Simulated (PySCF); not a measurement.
All numbers come from PBE/[Si def2-SVP, O def2-SVP, I def2-SVP with ECP28], scalar-relativistic core potentials, density fitting, no spin–orbit coupling, PySCF. Open shells, if any, are unrestricted.

What shape and geometry does isolated singlet SiOI₂ take (every ligand bound to Si)?

Counting electrons, silicon keeps none of its valence electrons outside its bonds, so the VSEPR class is AX3 and the expected shape is trigonal planar; with unlike ligands the computed point group is C2v. The lowest minimum found is a singlet of C2v symmetry with Si–I 2.436 Å (×2), Si–O 1.550 Å; I–Si–I 111.0°, I–Si–O 124.5° (×2). Its harmonic wavenumbers are 85 (a1), 192 (b2), 216 (b1), 272 (a1), 428 (b2), 1168 (a1) cm⁻¹ and its dipole moment is 3.06 D.

Other isomers or separated fragments may lie lower.
